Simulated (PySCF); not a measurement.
C₉H₁₂, charge -1, sextet, at a GFN2-xTB geometry of the parent state (a state made from the parent by changing its charge; the spin is typed, not shown lowest) (a gas-phase anion, which may not be bound at this level); DF-SVWN5/3-21G (PySCF).

PySCF was given this input:
```python
from pyscf import gto, scf, dft

mol = gto.Mole()
mol.atom = '''
    C    -2.45427749   -1.56754393   -0.15194683
    C    -1.20774332   -0.73942144   -0.07341532
    C    -1.23090127    0.64089896   -0.09373912
    C    -0.08780198    1.41659103   -0.02166085
    C    -0.12680279    2.91405995   -0.04444932
    C     1.19653239    0.73481922    0.08056662
    C     1.24106867   -0.64498214    0.10184989
    C     2.57846463   -1.34631524    0.18269051
    C     0.08551732   -1.40339141    0.02991248
    H    -2.57836558   -2.20685123    0.73451687
    H    -3.33947041   -0.93259028   -0.23094101
    H    -2.44509783   -2.24009216   -1.02213488
    H    -2.19726837    1.14484451   -0.17013219
    H     0.31414126    3.35064020    0.86412633
    H    -1.15463578    3.27536327   -0.12174359
    H     0.43810250    3.32739609   -0.89336927
    H     2.10389440    1.32685493    0.13875524
    H     3.33734414   -0.69472376    0.61884649
    H     2.51042234   -2.25200007    0.78854250
    H     2.92255665   -1.63995003   -0.81397650
    H     0.12404001   -2.48718168    0.04866189
'''
mol.basis = '3-21g'
mol.charge = -1
mol.spin = 5
mol.verbose = 4
mol.build()

mf = dft.ROKS(mol)
mf.xc = 'lda,vwn'
mf = mf.density_fit(auxbasis='def2-universal-jkfit')
mf.kernel()
```

**Question.** Write the output that PySCF gives for this input, abridged.

**Answer.** 
```
PySCF version 2.14.0

[INPUT] verbose = 4
[INPUT] num. atoms = 21
[INPUT] num. electrons = 67
[INPUT] charge = -1
[INPUT] spin (= nelec alpha-beta = 2S) = 5
[INPUT] symmetry False subgroup None
[INPUT] Mole.unit = angstrom
[INPUT] Symbol           X                Y                Z      unit          X                Y                Z       unit  Magmom
[INPUT]  1 C     -2.454277490000  -1.567543930000  -0.151946830000 AA   -4.637912289785  -2.962228715924  -0.287137894196 Bohr   0.0
[INPUT]  2 C     -1.207743320000  -0.739421440000  -0.073415320000 AA   -2.282304103573  -1.397304012232  -0.138734848147 Bohr   0.0
[INPUT]  3 C     -1.230901270000   0.640898960000  -0.093739120000 AA   -2.326066286679   1.211123507919  -0.177141263958 Bohr   0.0
[INPUT]  4 C     -0.087801980000   1.416591030000  -0.021660850000 AA   -0.165921695395   2.676969077216  -0.040933074125 Bohr   0.0
[INPUT]  5 C     -0.126802790000   2.914059950000  -0.044449320000 AA   -0.239622544931   5.506775216064  -0.083997041223 Bohr   0.0
[INPUT]  6 C      1.196532390000   0.734819220000   0.080566620000 AA    2.261118516271   1.388607076867   0.152248846582 Bohr   0.0
[INPUT]  7 C      1.241068670000  -0.644982140000   0.101849890000 AA    2.345279888078  -1.218839599836   0.192468397917 Bohr   0.0
[INPUT]  8 C      2.578464630000  -1.346315240000   0.182690510000 AA    4.872591972578  -2.544167080928   0.345235029457 Bohr   0.0
[INPUT]  9 C      0.085517320000  -1.403391410000   0.029912480000 AA    0.161604313707  -2.652025410467   0.056526394907 Bohr   0.0
[INPUT] 10 H     -2.578365580000  -2.206851230000   0.734516870000 AA   -4.872404795205  -4.170344422360   1.388035718173 Bohr   0.0
[INPUT] 11 H     -3.339470410000  -0.932590280000  -0.230941010000 AA   -6.310684475989  -1.762340215631  -0.436415259830 Bohr   0.0
[INPUT] 12 H     -2.445097830000  -2.240092160000  -1.022134880000 AA   -4.620565246468  -4.233160676185  -1.931554985565 Bohr   0.0
[INPUT] 13 H     -2.197268370000   1.144844510000  -0.170132190000 AA   -4.152235441469   2.163442579112  -0.321503244072 Bohr   0.0
[INPUT] 14 H      0.314141260000   3.350640200000   0.864126330000 AA    0.593640945826   6.331792319958   1.632962100726 Bohr   0.0
[INPUT] 15 H     -1.154635780000   3.275363270000  -0.121743590000 AA   -2.181945397824   6.189539538760  -0.230062042521 Bohr   0.0
[INPUT] 16 H      0.438102500000   3.327396090000  -0.893369270000 AA    0.827893739487   6.287867318049  -1.688223248403 Bohr   0.0
[INPUT] 17 H      2.103894400000   1.326854930000   0.138755240000 AA    3.975784211006   2.507392424729   0.262209401948 Bohr   0.0
[INPUT] 18 H      3.337344140000  -0.694723760000   0.618846490000 AA    6.306666408022  -1.312837638628   1.169450379248 Bohr   0.0
[INPUT] 19 H      2.510422340000  -2.252000070000   0.788542500000 AA    4.744010679590  -4.255663364801   1.490129362580 Bohr   0.0
[INPUT] 20 H      2.922556650000  -1.639950030000  -0.813976500000 AA    5.522831652026  -3.099056414672  -1.538192656832 Bohr   0.0
[INPUT] 21 H      0.124040010000  -2.487181680000   0.048661890000 AA    0.234401647388  -4.700092197236   0.091957644804 Bohr   0.0

nuclear repulsion = 417.907930864819
number of shells = 69
number of NR pGTOs = 171
number of NR cGTOs = 105
basis = 3-21g
ecp = {}

******** <class 'pyscf.df.df_jk.DFROKS'> ********
method = DFROKS
initial guess = minao
damping factor = 0
level_shift factor = 0
DIIS = <class 'pyscf.scf.diis.CDIIS'>
diis_start_cycle = 1
diis_space = 8
diis_damp = 0
SCF conv_tol = 1e-09
SCF conv_tol_grad = None
SCF max_cycles = 50
direct_scf = False
num. doubly occ = 31  num. singly occ = 5
XC library pyscf.dft.libxc version 7.1.2
    S. Lehtola, C. Steigemann, M. J. T. Oliveira, and M. A. L. Marques,  SoftwareX 7, 1–5 (2018)
XC functionals = lda,vwn
    P. A. M. Dirac,  Math. Proc. Cambridge Philos. Soc. 26, 376 (1930)
    F. Bloch,  Z. Phys. 57, 545 (1929)
    S. H. Vosko, L. Wilk, and M. Nusair,  Can. J. Phys. 58, 1200 (1980)
radial grids:
    Treutler-Ahlrichs [JCP 102, 346 (1995); DOI:10.1063/1.469408] (M4) radial grids

becke partition: Becke, JCP 88, 2547 (1988); DOI:10.1063/1.454033
pruning grids: <function nwchem_prune>
grids dens level: 3
symmetrized grids: False
atomic radii adjust function: <function treutler_atomic_radii_adjust>
small_rho_cutoff = 0
Set gradient conv threshold to 3.16228e-05
tot grids = 244760
init E= -345.589693117847
  HOMO = 0.0155200199595709  LUMO = 0.0248836061602957  gap/eV = 0.25480
cycle= 1 E= -344.360025551113  delta_E= 1.23  |g|= 0.745  |ddm|= 4.27

WARN: HOMO 0.307682548619992 >= LUMO 0.302377140435166

cycle= 2 E= -343.956294906488  delta_E= 0.404  |g|= 1.27  |ddm|= 9.97

WARN: HOMO 0.260191679906452 >= LUMO 0.239098449170984

cycle= 3 E= -344.50523742256  delta_E= -0.549  |g|= 0.331  |ddm|= 10.1

WARN: HOMO 0.263896209886825 >= LUMO 0.242984238465566

cycle= 4 E= -344.49826262271  delta_E= 0.00697  |g|= 0.244  |ddm|= 8.53
  HOMO = 0.235660392566894  LUMO = 0.254078906699071  gap/eV = 0.50119
cycle= 5 E= -344.531385518155  delta_E= -0.0331  |g|= 0.193  |ddm|= 9.86
  HOMO = 0.239074396567417  LUMO = 0.257751410041005  gap/eV = 0.50823
cycle= 6 E= -344.552899889745  delta_E= -0.0215  |g|= 0.0681  |ddm|= 2.18
  HOMO = 0.240477586314935  LUMO = 0.257349764951985  gap/eV = 0.45912
cycle= 7 E= -344.553937806592  delta_E= -0.00104  |g|= 0.0478  |ddm|= 0.829
  HOMO = 0.240914354731161  LUMO = 0.256160892269411  gap/eV = 0.41488
cycle= 8 E= -344.553667128418  delta_E= 0.000271  |g|= 0.0529  |ddm|= 1.09
  HOMO = 0.240865224042349  LUMO = 0.25549199197887  gap/eV = 0.39801
cycle= 9 E= -344.555178708898  delta_E= -0.00151  |g|= 0.0215  |ddm|= 0.982
  HOMO = 0.240768777985753  LUMO = 0.255073828251897  gap/eV = 0.38926
cycle= 10 E= -344.555482955567  delta_E= -0.000304  |g|= 0.00779  |ddm|= 0.506
  HOMO = 0.241053606249682  LUMO = 0.25495511015591  gap/eV = 0.37828
cycle= 11 E= -344.555527368417  delta_E= -4.44e-05  |g|= 0.00463  |ddm|= 0.153
  HOMO = 0.241324515355985  LUMO = 0.255069437958456  gap/eV = 0.37402
cycle= 12 E= -344.55554127511  delta_E= -1.39e-05  |g|= 0.00288  |ddm|= 0.0646
  HOMO = 0.241493401401363  LUMO = 0.255100093602769  gap/eV = 0.37026
cycle= 13 E= -344.55555183029  delta_E= -1.06e-05  |g|= 0.00194  |ddm|= 0.0834
  HOMO = 0.241806967594578  LUMO = 0.255196870771044  gap/eV = 0.36436
cycle= 14 E= -344.555557317793  delta_E= -5.49e-06  |g|= 0.00081  |ddm|= 0.11
  HOMO = 0.241911904952558  LUMO = 0.255236949580286  gap/eV = 0.36259
cycle= 15 E= -344.555557491485  delta_E= -1.74e-07  |g|= 0.000419  |ddm|= 0.0186
  HOMO = 0.241906999370063  LUMO = 0.25521104890539  gap/eV = 0.36202
cycle= 16 E= -344.555557528321  delta_E= -3.68e-08  |g|= 0.000354  |ddm|= 0.0141
  HOMO = 0.241906198669197  LUMO = 0.255213603560928  gap/eV = 0.36211
cycle= 17 E= -344.555557615526  delta_E= -8.72e-08  |g|= 7.22e-05  |ddm|= 0.00503
  HOMO = 0.241907066075913  LUMO = 0.255211533635064  gap/eV = 0.36203
cycle= 18 E= -344.555557614345  delta_E= 1.18e-09  |g|= 0.00011  |ddm|= 0.00342
  HOMO = 0.241905170238299  LUMO = 0.255211549959964  gap/eV = 0.36209
cycle= 19 E= -344.555557621316  delta_E= -6.97e-09  |g|= 1.23e-05  |ddm|= 0.00164
  HOMO = 0.241903785373532  LUMO = 0.25521131970102  gap/eV = 0.36212
cycle= 20 E= -344.555557621402  delta_E= -8.57e-11  |g|= 5.24e-06  |ddm|= 0.000411
  HOMO = 0.241903795552977  LUMO = 0.255211278912124  gap/eV = 0.36212
Extra cycle  E= -344.555557621213  delta_E= 1.89e-10  |g|= 1.94e-05  |ddm|= 0.000237
converged SCF energy = -344.555557621213
```
